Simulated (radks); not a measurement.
Coulomb parameter of the 3d shell of the chromium ion Cr3+ in the model configuration [Ar] 3d2 4s1, as a second difference U = [E(n + 1) + E(n - 1) - 2 E(n)] / (1)^2 with all orbitals relaxed. "Bare": the charge of the atom changes with n. "Screened": the 4s shell takes up the change at fixed total charge, which measures U(3d,3d) + U(4s,4s) - 2 U(3d,4s). All-electron calculation, scalar-relativistic Kohn-Sham, LDA (Slater exchange, Perdew-Wang correlation), spin-unpolarised, spherical densities, point nucleus. Program: a radial shooting solver on a logarithmic mesh with Libxc functionals.

case         configuration  E - E(n) (eV)
start         [Ar] 3d2 4s1          0.000
bare +1       [Ar] 3d3 4s1        -37.363
bare -1       [Ar] 3d1 4s1         56.147
screened +1       [Ar] 3d3        -12.293
screened -1   [Ar] 3d1 4s2         16.870

U(bare) = 18.784 eV, U(screened by 4s) = 4.578 eV, against the Slater integral F0(3d,3d) = 23.931 eV with frozen orbitals.
